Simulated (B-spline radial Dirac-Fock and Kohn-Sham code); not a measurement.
**4f5/2 photoionisation of W³⁺ near threshold**

System: the W³⁺ ion, [Xe] 4f14 5d3. The computed 4f5/2 threshold is 72.23 eV; without correlation, outer thresholds are uncertain by 1 to 2 eV. With an open shell the threshold is an average over the terms of the final ion.

The computed values come from a B-spline atomic structure program: independent-particle photoionisation in a Dirac-Hartree-Slater potential with a Latter tail, all multipoles, thresholds from Dirac-Fock ΔSCF. Interchannel coupling and autoionising resonances are not included, so magnitudes near threshold are approximate.

| kinetic energy (eV) | σ (Mb) | β |
| --- | --- | --- |
| 1.5 | 0.400 | 1.90 |
| 2.3 | 0.417 | 1.97 |
| 3.7 | 0.444 | 2.00 |
| 5.7 | 0.491 | 1.96 |
| 9.0 | 0.570 | 1.83 |
| 14.0 | 0.710 | 1.56 |
| 21.9 | 0.960 | 1.19 |
| 34.2 | 1.38 | 0.79 |
| 53.5 | 1.97 | 0.48 |
| 83.7 | 2.46 | 0.32 |
| 130.9 | 2.67 | 0.31 |
| 204.6 | 2.35 | 0.41 |
| 319.9 | 1.58 | 0.59 |

The cross section shows no minimum in this range. Its largest value, 2.67 Mb, lies 131 eV above threshold, delayed by the centrifugal barrier of the l+1 channel. β ranges from 0.30 (at 104.7 eV) to 2.00.
